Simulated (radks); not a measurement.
Values are calculated unless marked as measured or tabulated.
The potassium anion K- inside a hard spherical wall (all orbitals vanish at R), configuration held at [Ar] 4s2 and not refilled when levels cross. Code: a radial shooting solver on a logarithmic mesh with Libxc functionals. Model: scalar-relativistic Kohn-Sham, PBE, spin-polarised, spherical densities, finite nucleus; Fermi nuclear charge, rms radius 3.4349 fm. Eigenvalues in eV for spin up, with the zero of energy where the potential of the charges vanishes at infinity; a dash marks a level that is unbound or too diffuse for the functional's potential to be trusted. A positive occupied level is held by the wall or, in an anion where self-interaction has pushed it up, behind a barrier. The pressure on the wall is -dE/dV.

R (bohr)  E (hartree)  kinetic (hartree)    e(2p)    e(3s)    e(3p)   e(4s)  e(4p, empty)  e(5s, empty)  pressure (GPa)
20         -602.10976            605.715  -276.15  -31.383  -14.857   0.800         1.630         2.014         0.00127
12         -602.09762            605.762  -275.19  -30.430  -13.910   1.441         2.688         4.866          0.0890
10         -602.07920            605.820  -274.35  -29.612  -13.101   2.066         3.599         7.268           0.340
6          -601.85284            606.406  -270.17  -25.632   -9.215   6.938        10.335        24.850            10.5
2.5        -595.09607            625.436  -229.87    2.346   19.959  90.629        103.26        234.90            4010
2          -585.92609            648.758  -196.62   28.187   48.133  177.38        190.19        416.30           17300
